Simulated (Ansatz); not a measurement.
C3HGeN3, SMILES `N#[C][GeH]([C]#N)[C]#N` from Hartree–Fock to CCSD(T)

```xyz
8

N     0.188    0.950   -2.756
C    -0.036    0.615   -1.679
Ge   -0.458    0.074    0.098
C     0.669    1.053    1.281
N     1.323    1.655    2.011
C    -0.003   -1.768    0.262
N     0.242   -2.887    0.370
H    -1.925    0.310    0.412
```

Charge 0, multiplicity 1. Correlated methods include outer-core shells of Ge, which these sets cover unevenly. Scalar relativity is left out up to krypton. The geometry is a stationary point of PBE0-D4/def2-TZVP. Frozen core, restricted reference, Ansatz 0.2.0.

```tsv
basis	HF (Eh)	MP2 corr.	CCSD corr.	(T)	CCSD(T) total
def2-SVP	-2352.39243	-1.04419	-1.05152	-0.04547	-2353.48942
def2-TZVPP	-2352.98764	-1.23983	-1.23782	-0.06604	-2354.29150
def2-QZVPP	-2353.03926	-1.56623	–	–	–
```
